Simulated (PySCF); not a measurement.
Ge(H)2(NHMe)2, SMILES [GeH2]([NH]C)[NH]C, GFN2-xTB optimised geometry.

```
15

Ge    -0.55    -0.39     0.00
N     -1.02    -1.38     1.44
C     -2.38    -1.44     1.94
N      1.27    -0.39     0.00
C      2.05     0.39     0.94
H     -0.98    -1.12    -1.24
H     -1.20     1.00     0.00
H     -0.35    -1.41     2.19
H     -2.52    -2.37     2.51
H     -2.65    -0.60     2.59
H     -3.06    -1.45     1.09
H      1.69    -0.35    -0.92
H      2.13     1.45     0.67
H      1.59     0.32     1.93
H      3.06    -0.02     1.01
```

Density from CAM-B3LYP/def2-TZVP run with PySCF at that geometry.

Minimum of the electron density along straight lines between bonded atoms, close to the bond critical point (lines longer than 1.1 times the sum of covalent radii, or with two minima, are not listed):

```tsv
bond	length / Å	ρ at the minimum / e bohr⁻³	∇²ρ there / e bohr⁻⁵	position (fraction from the first atom)
Ge1–N2	1.810	0.148	0.47	0.47
N2–C3	1.450	0.270	-0.70	0.59
Ge1–N4	1.816	0.146	0.46	0.47
N4–C5	1.453	0.269	-0.70	0.59
Ge1–H6	1.503	0.143	0.08	0.59
Ge1–H7	1.532	0.135	0.07	0.59
N2–H8	1.010	0.338	-1.60	0.73
C3–H9	1.092	0.282	-0.99	0.64
C3–H10	1.096	0.279	-0.97	0.64
C3–H11	1.089	0.283	-1.00	0.64
N4–H12	1.010	0.338	-1.61	0.73
C5–H13	1.096	0.280	-0.97	0.64
C5–H14	1.089	0.283	-1.00	0.64
C5–H15	1.092	0.282	-0.99	0.64
```
